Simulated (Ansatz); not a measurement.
C3H7AlO2, SMILES `C[O][Al]1[CH2]C[O]1`, relaxed with RKS PBE-D4/def2-SVP in Ansatz 0.2.0 from a rough embedded geometry. The force threshold is 0.03 eV/Å; the program also tests the step.

Charge 0, multiplicity 1.

Start:

```xyz
13

C     0.498   -0.618   -2.337
O     1.561   -0.246   -1.572
Al    1.038    0.012    0.193
C    -0.202    1.163    1.099
C    -0.632   -0.050    1.915
O     0.311   -1.042    1.529
H     0.778   -0.792   -3.355
H    -0.320    0.150   -2.276
H     0.059   -1.656   -1.939
H     0.193    1.944    1.652
H    -1.083    1.432    0.377
H    -1.634   -0.434    1.705
H    -0.566    0.135    3.009
```

```
         step  energy (eV)  largest force (eV/Å)  largest move (Å)
            1  -13896.6137                 3.882             0.000
            2  -13897.4216                 1.487             0.166
            3  -13897.6222                 0.561             0.148
            4  -13897.6946                 0.824             0.200
            5  -13897.7410                 0.966             0.191
            6  -13897.8011                 0.418             0.200
            7  -13897.8352                 0.170             0.181
 8 (rejected)  -13897.8283                 0.614             0.193
            9  -13897.8469                 0.074             0.096
           10  -13897.8525                 0.185             0.096
           11  -13897.8548                 0.131             0.049
           12  -13897.8621                 0.095             0.152
           13  -13897.8642                 0.102             0.041
           14  -13897.8718                 0.088             0.139
           15  -13897.8743                 0.216             0.131
16 (rejected)  -13897.8704                 0.292             0.030
           17  -13897.8774                 0.103             0.015
           18  -13897.8789                 0.011             0.037
           19  -13897.8792                 0.015             0.031
```

End:

```xyz
13

C     0.694   -0.835   -2.768
O     0.374   -0.036   -1.666
Al    0.005    0.078   -0.022
C    -0.452    1.328    1.416
C    -0.486   -0.004    2.221
O    -0.159   -1.071    1.289
H     1.771   -0.737   -3.031
H     0.106   -0.520   -3.660
H     0.487   -1.916   -2.593
H     0.322    2.048    1.747
H    -1.426    1.853    1.353
H    -1.491   -0.190    2.663
H     0.255    0.003    3.053
```

It took 20 s on 4 threads of an Intel Xeon Platinum 8488C on a shared host, with 0.19 GiB of host memory at the peak.
